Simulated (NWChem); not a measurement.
C$_{2}$H$_{11}$NSi$_{3}$; SMILES C[Si@H]1NC[SiH2][SiH2]1

```xyz
17

C      0.0248    -2.7923     0.7125
Si    -0.0678    -1.2894    -0.4267
N     -1.4733    -0.3165     0.0168
C     -1.5998     1.1076    -0.2932
Si    -0.0096     2.0060     0.3246
Si     1.6008     0.3594    -0.1554
H     -0.8889    -3.4157     0.6188
H      0.8934    -3.4279     0.4461
H      0.1255    -2.4785     1.7702
H     -0.0845    -1.7908    -1.8597
H     -2.3747    -0.8004     0.0825
H     -2.4665     1.5426     0.2510
H     -1.7668     1.3369    -1.3757
H     -0.1129     2.2313     1.8102
H      0.1698     3.3368    -0.3590
H      2.5422     0.0859     0.9876
H      2.4000     0.6383    -1.4006
```
Atoms are numbered in this order, from 1.

Results from NWChem. Medium grid unless said otherwise, to which SCAN and Minnesota functionals are sensitive. Structure relaxed at the PBE-D3(BJ)/def2-SVP level. No frequency run checked for a minimum. B3LYP is NWChem's, with the RPA form of VWN correlation.

Problem. Order these by “highest occupied level (eV)”, lowest first: revPBE/def2-SVP; M06/def2-SVP; LC-BLYP (range parameter 0.33 per bohr)/def2-SVP; MN15-L/def2-SVP.

Solution. LC-BLYP (range parameter 0.33 per bohr)/def2-SVP (-8.68), M06/def2-SVP (-6.57), MN15-L/def2-SVP (-5.80), revPBE/def2-SVP (-5.16)
